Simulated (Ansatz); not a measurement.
`O=C1O[Si]1(O)F`, relaxed with RKS PBE-D4/def2-SVP in Ansatz from a rough embedded geometry. The force threshold is 0.03 eV/Å; the program also tests the step.

Total charge 0; spin multiplicity 1.

Start:

```xyz
7

O    -0.041    2.516    0.678
C     0.094    1.270    0.530
O     0.956    0.269    0.765
Si   -0.567   -0.187   -0.140
O     0.038   -1.012   -1.448
F    -1.234   -1.264    0.889
H     0.755   -1.592   -1.273
```

(1) How much energy does the relaxation release, and in how many steps? (Best estimate.)

(2) Which bonds change most? (An estimate is asked.)

(3) Give the relaxed structure. (Best estimate.)

## Answers

(1) Computed: 84.15 kJ/mol, in 18 steps, 3 of them rejected.

(2) Computed: O3–Si4 from 1.829 to 1.725 Å; C2–Si4 from 1.735 to 1.834 Å; C2–O3 from 1.341 to 1.414 Å; O1–C2 from 1.262 to 1.190 Å.

(3) The calculation gave: 
```xyz
7

O    -0.102    2.621    0.675
C    -0.014    1.446    0.505
O     0.909    0.511    1.027
Si   -0.204   -0.305   -0.006
O     0.439   -0.996   -1.353
F    -1.164   -1.384    0.739
H     0.137   -1.893   -1.587
```
